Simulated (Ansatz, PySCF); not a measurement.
Pulling on the Mg1–H2 bond in BrHMg (SMILES [MgH][Br]) (multiplicity 1 held, fragments rigid). Energies count from the point at 1.681 Å.
Geometry at that point (charge 0, multiplicity 1):
```csv
atom,x (Å),y (Å),z (Å)
Mg,0.0000,0.0000,-1.6767
H,0.0000,0.0000,-3.3577
Br,0.0000,0.0000,0.6708
```

R- and RO- levels are restricted; in cc, def2 and unpolarised 6-31G sets they are followed outwards from rest. U- levels take the lowest unrestricted solution at each point, which mixes spins at long bonds. Active spaces are followed from a long bond inwards. Curves can end on different states.

Correlated levels freeze the cores. Filled d and f shells under p-block atoms count as core. Rows in LANL2DZ carry no dispersion term and start afresh at each structure. LANL2DZ brings its own core potentials from Na on.

The values were computed with Ansatz (Gaussian basis) for Hartree–Fock, density functionals and correlated methods; PySCF for LANL2DZ rows. Values without a source in brackets are computed.

```csv
level,energy at R = 5.379 Å (eV)
U-HF/LANL2DZ,2.128
R-PBE/def2-TZVPPD,3.985
U-r2SCAN/def2-TZVPPD,2.941
U-wB97X-V/def2-TZVPPD,3.142
R-SCS-MP2/def2-TZVPPD,4.053
U-CCSD(T)/def2-TZVPPD,3.051
"SC-NEVPT2 on CASSCF(2,2)/def2-TZVPPD",(withheld)
"FIC-MRCISD on CASSCF(2,2)/def2-TZVPPD",2.988
"FIC-MRCISD+Q on CASSCF(2,2)/def2-TZVPPD",3.049
```

Task: Some entries are withheld; supply them.

Result: 
- SC-NEVPT2 on CASSCF(2,2)/def2-TZVPPD, energy at R = 5.379 Å (eV): 2.863

Doubts at one or more of the structures used: a spin-contaminated determinant (U-HF/LANL2DZ, U-r2SCAN/def2-TZVPPD, U-wB97X-V/def2-TZVPPD, U-CCSD(T)/def2-TZVPPD); a restricted determinant that unrestricted orbitals would lower (R-PBE/def2-TZVPPD, R-SCS-MP2/def2-TZVPPD).

Ansatz is an electronic-structure program.
